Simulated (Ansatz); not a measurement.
MgnHm: PBE-D4/def2-SVP single points in Ansatz on relaxed structures, gas phase. Each cluster is the lowest isomer that a short search found in that spin, judged at the geometry's level, and lower ones may exist. HOMO and LUMO are taken over both spins. Binding counts from free atoms in the multiplicity of their measured ground term, without zero-point energy. Singlets are spin-restricted. The structures are stationary points that may keep the symmetry of their start. Remarks come from the PBE and PBE0 runs and from stability tests at other levels; not every state was tested.

| species | atoms | state | geometry | HOMO (eV) | LUMO (eV) | gap (eV) | binding per atom (eV) | point group (within 0.1 Å) |
| --- | --- | --- | --- | --- | --- | --- | --- | --- |
| Mg2H | 3 | doublet | PBE0-D4/def2-TZVP | -3.46 | -2.56 | 0.90 | 0.66 | C∞v |
| Mg2H2 | 4 | singlet | PBE-D4/def2-TZVP | -4.82 | -2.19 | 2.63 | 1.19 | D∞h |
| Mg3H3 | 6 | doublet | PBE-D4/def2-TZVP | -4.08 | -3.14 | 0.94 | 1.27 | Cs |
| Mg4H3 | 7 | doublet | r2SCAN-D4/def2-TZVP | -4.20 | -3.49 | 0.71 | 1.14 | – |
| Mg3H4 | 7 | singlet | r2SCAN-D4/def2-TZVP | -5.56 | -2.74 | 2.82 | 1.50 | C2v |
| Mg3H6 | 9 | singlet | r2SCAN-D4/def2-TZVP | -6.18 | -2.49 | 3.68 | 1.76 | C2v |
| Mg4H8 | 12 | singlet | r2SCAN-D4/def2-SVP | -5.85 | -2.36 | 3.49 | 1.84 | C2v |

**Question.** Estimate the rows for Mg2H4 (singlet, r2SCAN-D4/def2-TZVP geometry); Mg4H6 (singlet, r2SCAN-D4/def2-SVP geometry); Mg5H10 (singlet, r2SCAN-D4/def2-SVP geometry).

**Answer.** 
```csv
species,atoms,state,geometry,HOMO (eV),LUMO (eV),gap (eV),binding per atom (eV),point group (within 0.1 Å),remarks
Mg2H4,6,singlet,r2SCAN-D4/def2-TZVP,-6.25,-2.32,3.94,1.68,D2h,–
Mg4H6,10,singlet,r2SCAN-D4/def2-SVP,-4.62,-2.82,1.80,1.65,–,restricted SCF unstable in HF
Mg5H10,15,singlet,r2SCAN-D4/def2-SVP,-5.71,-2.55,3.16,1.87,–,–
```

The gap (eV) runs from 0.71 (Mg4H3) to 3.94 (Mg2H4). The binding per atom (eV) runs from 0.66 (Mg2H) to 1.87 (Mg5H10).
